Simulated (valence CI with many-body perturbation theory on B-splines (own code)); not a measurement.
**E1 transitions of Cs L**

Computed by configuration interaction combined with many-body perturbation theory (CI+MBPT): four valence electrons over a frozen Dirac-Fock core [He], a basis of 11 s, 11 p, 10 d, 8 f, 5 g, 2 h functions for each j, with the one-electron correlation potential Σ1 (screened to all orders), the two-electron term Σ2, the three-electron term Σ3, Breit, model QED; selected single and double excitations, second order for the rest, scaled by the run's own slope (own B-spline code, finite nucleus).

No measured spectrum was set against this ion. As an estimate, large intervals hold to a few tenths of a per cent, small ones and those within an open d or f shell to about a per cent. Among the levels kept, up to 890 cm⁻¹ of a level comes from second order outside the variational space, and about a tenth of that is noise between levels of different J, which matters for small intervals.

Lines 51 to 100 of 542 in falling wavelength, among levels below 6658.2 eV, chosen from the strongest by gf and those to the six lowest levels. Wavelengths and rates use the calculated energies. Electric multipoles are in the length gauge with retardation, E1 and E2 with the static RPA response of the core. Weak lines are less certain than strong ones. Lines between different terms over intervals too small for the method are left out, as are lines whose strength nearly cancels. The highest levels of a list are the least certain.

Levels are named by their leading jj configuration (3d3/2^4 stands for four electrons in 3d with j = 3/2), which in mixed levels can hold well under half, so a name can repeat and another be missing. Letters in brackets count levels of one name in rising energy.

| λ vac (nm) | Upper | Lower | A (s⁻¹) | log gf | Branch % |
| --- | --- | --- | --- | --- | --- |
| 7.780 | (2s 2p3/2^2 3p3/2) J=1 [a] | (2s 2p3/2^2 3s) J=2 [a] | 6.11e+10 | -0.78 | 0.0 |
| 7.773 | (2s 2p1/2 2p3/2 3p3/2) J=2 [c] | (2s 2p1/2 2p3/2 3s) J=1 [c] | 2.03e+10 | -1.04 | 0.0 |
| 7.756 | (2s 2p1/2 2p3/2 3p3/2) J=1 [a] | (2s 2p1/2 2p3/2 3s) J=1 [a] | 4.21e+10 | -0.94 | 0.1 |
| 7.703 | (2s 2p1/2^2 3p3/2) J=1 | (2s 2p1/2^2 3s) J=0 | 5.64e+10 | -0.82 | 0.0 |
| 7.673 | (2s 2p1/2 2p3/2 3d3/2) J=2 [a] | (2s 2p1/2 2p3/2 3p1/2) J=2 [a] | 2.66e+10 | -0.93 | 0.0 |
| 7.666 | (2s 2p3/2^2 3d3/2) J=3 [a] | (2s 2p3/2^2 3p1/2) J=3 | 2.57e+10 | -0.80 | 0.0 |
| 7.652 | (2s^2 2p3/2 3p3/2) J=1 | (2s^2 2p3/2 3s) J=1 | 5.48e+10 | -0.84 | 1.1 |
| 7.642 | (2p1/2 2p3/2^2 3p3/2) J=3 [a] | (2p1/2 2p3/2^2 3s) J=2 [a] | 8.10e+10 | -0.30 | 0.1 |
| 7.637 | (2s 2p1/2^2 3p3/2) J=2 | (2s^2 2p1/2 3p3/2) J=1 | 6.23e+10 | -0.57 | 0.8 |
| 7.605 | (2p1/2 2p3/2^2 3d3/2) J=2 [a] | (2p1/2 2p3/2^2 3p1/2) J=2 [a] | 3.20e+10 | -0.86 | 0.1 |
| 7.584 | (2s 2p1/2 2p3/2 3p3/2) J=2 [b] | (2s 2p1/2 2p3/2 3s) J=2 [b] | 5.62e+10 | -0.62 | 0.1 |
| 7.569 | (2s 2p3/2^2 3d3/2) J=2 [a] | (2s 2p3/2^2 3p1/2) J=2 [a] | 4.00e+10 | -0.77 | 0.0 |
| 7.561 | (2s^2 2p1/2 3d3/2) J=1 | (2s^2 2p1/2 3p1/2) J=0 | 4.01e+10 | -0.99 | 0.0 |
| 7.555 | (2p1/2 2p3/2^2 3p3/2) J=2 [a] | (2p1/2 2p3/2^2 3s) J=2 [a] | 4.48e+10 | -0.72 | 0.0 |
| 7.533 | (2p1/2 2p3/2^2 3p3/2) J=2 [c] | (2p1/2 2p3/2^2 3s) J=1 [b] | 9.09e+10 | -0.41 | 0.1 |
| 7.514 | (2s 2p1/2 2p3/2 3p3/2) J=3 [c] | (2s 2p1/2 2p3/2 3s) J=2 [c] | 8.44e+10 | -0.30 | 0.1 |
| 7.511 | (2s 2p3/2^2 3d3/2) J=3 [a] | (2s 2p3/2^2 3p1/2) J=2 [a] | 2.39e+10 | -0.85 | 0.0 |
| 7.478 | (2s 2p1/2^2 3d3/2) J=1 | (2s 2p1/2^2 3p1/2) J=0 | 4.13e+10 | -0.98 | 0.1 |
| 7.462 | (2s 2p3/2^2 3d3/2) J=1 [a] | (2s 2p3/2^2 3p1/2) J=2 [a] | 4.80e+10 | -0.92 | 0.0 |
| 7.441 | (2s 2p3/2^2 3d3/2) J=2 [b] | (2s 2p3/2^2 3p1/2) J=2 [b] | 2.33e+10 | -1.02 | 0.0 |
| 7.432 | (2s 2p3/2^2 3d3/2) J=4 | (2s 2p3/2^2 3p1/2) J=3 | 5.20e+10 | -0.41 | 0.0 |
| 7.412 | (2s 2p1/2 2p3/2 3d3/2) J=3 [c] | (2s^2 2p3/2 3d5/2) J=2 | 2.73e+10 | -0.80 | 0.0 |
| 7.361 | (2p1/2^2 2p3/2 3p3/2) J=2 | (2p1/2^2 2p3/2 3s) J=1 | 6.23e+10 | -0.60 | 0.0 |
| 7.357 | (2p1/2^2 2p3/2 3p1/2) J=2 | (2s 2p1/2 2p3/2 3p1/2) J=1 [c] | 3.04e+10 | -0.91 | 0.0 |
| 7.356 | (2p1/2 2p3/2^2 3d3/2) J=3 [a] | (2p1/2 2p3/2^2 3p1/2) J=2 [a] | 5.25e+10 | -0.53 | 0.1 |
| 7.353 | (2s 2p1/2 2p3/2 3d3/2) J=3 [a] | (2s 2p1/2 2p3/2 3p1/2) J=2 [a] | 5.36e+10 | -0.52 | 0.0 |
| 7.341 | (2p1/2 2p3/2^2 3d3/2) J=4 | (2p1/2 2p3/2^2 3p1/2) J=3 | 4.39e+10 | -0.50 | 1.9 |
| 7.325 | (2s 2p1/2 2p3/2 3d3/2) J=3 [c] | (2s 2p1/2 2p3/2 3p1/2) J=2 [c] | 3.26e+10 | -0.74 | 0.0 |
| 7.318 | (2s 2p3/2^2 3d3/2) J=2 [b] | (2s 2p3/2^2 3p1/2) J=1 [a] | 2.79e+10 | -0.95 | 0.0 |
| 7.314 | (2s 2p1/2 2p3/2 3p3/2) J=2 [a] | (2s 2p1/2 2p3/2 3s) J=1 [a] | 4.51e+10 | -0.74 | 0.0 |
| 7.301 | (2s 2p3/2^2 3p3/2) J=3 [a] | (2s 2p3/2^2 3s) J=3 | 4.66e+10 | -0.58 | 0.1 |
| 7.294 | (2s 2p3/2^2 3p3/2) J=4 | (2s 2p3/2^2 3s) J=3 | 9.92e+10 | -0.15 | 15.4 |
| 7.293 | (2p1/2 2p3/2^2 3p3/2) J=1 [a] | (2p1/2 2p3/2^2 3s) J=1 [a] | 4.57e+10 | -0.96 | 0.0 |
| 7.280 | (2s 2p1/2 2p3/2 3d3/2) J=2 [a] | (2s 2p1/2 2p3/2 3p1/2) J=1 [a] | 3.26e+10 | -0.89 | 0.0 |
| 7.278 | (2s 2p3/2^2 3d3/2) J=3 [b] | (2s 2p3/2^2 3p1/2) J=2 [b] | 7.29e+10 | -0.39 | 0.0 |
| 7.274 | (2s^2 2p1/2 3d3/2) J=2 | (2s^2 2p1/2 3p1/2) J=1 | 6.30e+10 | -0.60 | 0.1 |
| 7.264 | (2s^2 2p3/2 3d3/2) J=3 | (2s^2 2p3/2 3p1/2) J=2 | 6.46e+10 | -0.45 | 0.0 |
| 7.253 | (2s 2p3/2^2 3p3/2) J=2 [b] | (2s 2p3/2^2 3s) J=1 [a] | 5.25e+10 | -0.68 | 0.3 |
| 7.233 | (2s 2p1/2 2p3/2 3d3/2) J=4 | (2s 2p1/2 2p3/2 3p1/2) J=3 | 4.12e+10 | -0.54 | 3.0 |
| 7.230 | (2s 2p1/2 2p3/2 3d3/2) J=1 [a] | (2s 2p1/2 2p3/2 3p1/2) J=1 [a] | 5.40e+10 | -0.90 | 0.0 |
| 7.216 | (2s 2p1/2 2p3/2 3p3/2) J=1 [b] | (2s 2p1/2 2p3/2 3s) J=2 [b] | 4.84e+10 | -0.95 | 0.0 |
| 7.209 | (2s 2p1/2 2p3/2 3p3/2) J=3 [a] | (2s 2p1/2 2p3/2 3s) J=2 [a] | 9.55e+10 | -0.28 | 0.3 |
| 7.205 | (2p1/2 2p3/2^2 3p3/2) J=1 [c] | (2p1/2 2p3/2^2 3s) J=0 | 6.90e+10 | -0.79 | 0.1 |
| 7.146 | (2s^2 2p3/2 3d3/2) J=1 | (2s^2 2p3/2 3p1/2) J=1 | 4.36e+10 | -1.00 | 0.0 |
| 7.136 | (2s 2p1/2^2 3d3/2) J=2 | (2s 2p1/2^2 3p1/2) J=1 | 4.08e+10 | -0.81 | 0.0 |
| 7.082 | (2s 2p1/2^2 2p3/2) J=2 | (2s^2 2p1/2 2p3/2) J=2 | 5.56e+09 | -1.68 | 37.6 |
| 7.080 | (2s 2p1/2 2p3/2 3d3/2) J=3 [b] | (2s 2p1/2 2p3/2 3p1/2) J=3 | 3.16e+10 | -0.78 | 0.0 |
| 7.069 | (2s^2 2p3/2 3p3/2) J=3 | (2s^2 2p3/2 3s) J=2 | 1.03e+11 | -0.27 | 0.9 |
| 7.057 | (2s 2p3/2^2 3p3/2) J=2 [c] | (2s 2p3/2^2 3s) J=2 [b] | 3.12e+10 | -0.93 | 0.1 |
| 7.049 | (2p1/2^2 2p3/2 3p3/2) J=2 | (2p1/2^2 2p3/2 3s) J=2 | 5.11e+10 | -0.72 | 0.0 |

Task: How does gf follow from A for the line at 7.666 nm?

Result: gf = 1.4992 × (2J+1)_upper × A / σ², with σ = 1304387 cm⁻¹ and 2J+1 = 7: gf = 0.159.
